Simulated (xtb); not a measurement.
C3H5BO2, SMILES C1(=C)B(O)CO1. All values are semi-empirical tight-binding results from xtb (GFN2-xTB unless named), good for trends rather than for accurate numbers. Coordinates come from a GFN2-xTB optimisation. The structure was generated by enumeration, and PubChem lists no compound with its InChIKey, so it may never have been made. The values are those of a single conformer.

Computed properties:
```
Item                                            Result
--------------------------------------  --------------
point group as xtb finds it                         Cs
orbital gap                                    3.46 eV
dipole moment                                   3.45 D
zero-point energy                        49.8 kcal/mol
G − E(el) at 298.15 K (modified RRHO)    31.4 kcal/mol
static polarisability (D4 model)            54.2 bohr³
solvation energy, GFN2-xTB/ALPB(water)   -7.2 kcal/mol
solvation energy, GFN2-xTB/ALPB(dmso)   -10.8 kcal/mol
```

Computed IR lines (harmonic; lines under 4 % of the strongest left out, lines within 3 cm⁻¹ merged):
ν (cm⁻¹): 472 (w), 636 (m), 805 (m), 860 (m), 867 (m), 920 (w), 1017 (w), 1034 (m), 1177 (s), 1222 (m), 1368 (w), 1444 (vs), 1451 (m), 1695 (m), 2928 (m), 2949 (w), 3152 (w), 3582 (w) (against the strongest line: vs over 80 %, s over 45 %, m over 15 %, w over 4 %, vw less)
